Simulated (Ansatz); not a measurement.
`C#CBBC` + `[F][AlH][F]` → `C#[C][Al]([F])[F]` + `BBC` at 298.15 K and 1 bar (formal exchange of groups at a C–B bond).

Computed with Ansatz on PBE0-D4/def2-TZVP structures; ΔE is electronic, products minus reactants. CBS: MP2 limit from def2 TZ/QZ plus the TZ coupled-cluster correction, frozen cores. This one scheme is used for every species. Each species was taken in one conformer, which may not be the lowest.

```csv
species,CCSD(T)/CBS energy (Eh),H − E (kJ/mol),S (J/(mol·K))
`C#CBBC`,-167.26726,229.3,342.2
`[F][AlH][F]`,-442.35155,43.3,264.7
`C#[C][Al]([F])[F]`,-518.41825,81.4,319.2
`BBC`,-91.20122,193.6,291.4
```

H − E and S are ideal-gas, rigid-rotor, harmonic terms from PBE0-D4/def2-TZVP, for one conformer and one mirror image of each species. 1 Eh = 2625.50 kJ/mol, R = 8.31446 J/(mol·K).

Problem. By hand: ΔE, ΔH, ΔS and ΔG.

Solution. ΔE = (-518.41825) + (-91.20122) − (-167.26726) − (-442.35155) = -0.00066 Eh = -1.7 kJ/mol. Δ(H − E) = 81.4 + 193.6 − 229.3 − 43.3 = 2.4, so ΔH = 0.7 kJ/mol. ΔS = 319.2 + 291.4 − 342.2 − 264.7 = 3.7 J/(mol·K). ΔG = 0.7 − 298.15 × (3.7)/1000 = -0.4 kJ/mol.

Problem. By hand: the equilibrium constant, and the temperature at which ΔG would vanish if ΔH and ΔS stayed fixed.

Solution. log₁₀ K = −ΔG/(RT ln 10) = 0.1. ΔG = 0 at ΔH/ΔS = 189 K, though so small a ΔH makes that figure unsure.

TΔS isn't small against ΔH here. The sign of ΔG lies within the doubt. A doubt of 5 kJ/mol in ΔE shifts log₁₀ K by 0.9 here. Other conformers and mirror images would add mixing entropy, several J/(mol·K) or more a flexible species. These are equilibria of isolated gas molecules and say nothing of rates. Largest T1 diagnostic: 0.014 (customary marks: 0.02 for closed shells, 0.045 for open ones).
